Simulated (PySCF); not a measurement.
CH3Cl2NSi2. Atoms are numbered in the order given.

```xyz
9

Cl     1.4261    -0.1192     1.6782
Si     0.2299     0.0200     0.0000
Cl     1.4261    -0.1192    -1.6782
N     -0.7369     1.5349     0.0000
C     -1.9423     1.0729     0.0000
Si    -1.9351    -0.8676     0.0000
H     -2.7986     1.7749     0.0000
H     -2.5013    -1.5188    -1.2175
H     -2.5013    -1.5188     1.2175
```

Geometry optimised at B3LYP-D3(BJ)/def2-SVP. The structure was generated by enumeration, and PubChem lists no compound with its InChIKey, so it may never have been made.

All values below come from PBE/def2-TZVP (PySCF).

Symmetry labels are those of the subgroup Cs that the program uses (full group Cs).

Computed valence orbital energies around the gap with their symmetry:
| orbital | symmetry | energy (eV) |
|---|---|---|
| HOMO−7 | A" | -9.43 |
| HOMO−6 | A' | -9.02 |
| HOMO−5 | A" | -8.69 |
| HOMO−4 | A' | -8.48 |
| HOMO−3 | A" | -8.15 |
| HOMO−2 | A" | -7.90 |
| HOMO−1 | A' | -7.13 |
| HOMO | A' | -5.99 |
| LUMO | A" | -2.78 |
| LUMO+1 | A' | -1.73 |
| LUMO+2 | A" | -1.25 |
| LUMO+3 | A' | -1.01 |
